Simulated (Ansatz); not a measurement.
`C=C[SiH2]Br` + `[SH][GeH3]` → `C=C[SiH2][S][GeH3]` + HBr at 600 K and 1 bar (ligand exchange at the Si–Br bond).

Calculated with Ansatz (gas phase, PBE0-D4/def2-TZVP geometries, no zero-point term in ΔE). CCSD(T)/CBS is the MP2 limit (def2-TZVPP, def2-QZVPP) plus CCSD(T) − MP2 in def2-TZVPP, frozen cores. For Br, Ge outer-core shells are correlated without core-valence functions, which leaves a few kJ/mol of doubt a bond. Scalar relativity is left out up to krypton. Each species was taken in one conformer, which may not be the lowest.

```csv
species,CCSD(T)/CBS energy (Eh),H − E (kJ/mol),S (J/(mol·K))
`C=C[SiH2]Br`,-2941.53535,211.6,409.0
`[SH][GeH3]`,-2476.30083,123.6,342.5
`C=C[SiH2][S][GeH3]`,-2843.90672,302.4,512.4
HBr,-2573.91920,33.5,219.1
```

H − E and S are ideal-gas, rigid-rotor, harmonic terms from PBE0-D4/def2-TZVP, for one conformer and one mirror image of each species. 1 Eh = 2625.50 kJ/mol, R = 8.31446 J/(mol·K).

Problem. By hand: ΔE, ΔH, ΔS and ΔG.

Solution. ΔE = (-2843.90672) + (-2573.91920) − (-2941.53535) − (-2476.30083) = 0.01026 Eh = 26.9 kJ/mol. Δ(H − E) = 302.4 + 33.5 − 211.6 − 123.6 = 0.7, so ΔH = 27.6 kJ/mol. ΔS = 512.4 + 219.1 − 409.0 − 342.5 = -20.0 J/(mol·K). ΔG = 27.6 − 600 × (-20.0)/1000 = 39.6 kJ/mol.

Problem. By hand: the equilibrium constant, and the temperature at which ΔG would vanish if ΔH and ΔS stayed fixed.

Solution. log₁₀ K = −ΔG/(RT ln 10) = -3.4. ΔH and −TΔS have one sign here, so there is no such temperature.

TΔS isn't small against ΔH here. A doubt of 5 kJ/mol in ΔE shifts log₁₀ K by 0.4 here. Other conformers and mirror images would add mixing entropy, several J/(mol·K) or more a flexible species. Modes under 60 cm⁻¹, often nearly free rotors, make the harmonic entropy too high. These are equilibria of isolated gas molecules and say nothing of rates. Largest T1 diagnostic: 0.012 (customary marks: 0.02 for closed shells, 0.045 for open ones).
